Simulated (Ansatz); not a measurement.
A structure relaxed at PBE0-D4/def2-TZVP, charge 0, multiplicity 1:

```xyz
5

O    -0.0241   -0.4444    0.8700
Cu    0.1034    0.1366   -0.9608
F     0.2199    0.6649   -2.6300
H     0.6006   -0.0160    1.4642
H    -0.8998   -0.3412    1.2566
```

**Question.** Give its formula and SMILES.

**Answer.** CuFH2O, `[OH2+][Cu-][F]`.

**Question.** Point group (tolerance 0.08 Å, 0.16 Å for H)?

**Answer.** Cs.

**Question.** Summarise the bond lengths by kind.

**Answer.** 1 × Cu–O 1.925 Å; 2 × H–O 0.963 Å; 1 × Cu–F 1.755 Å.

Results of the Gaussian-basis code of Ansatz.
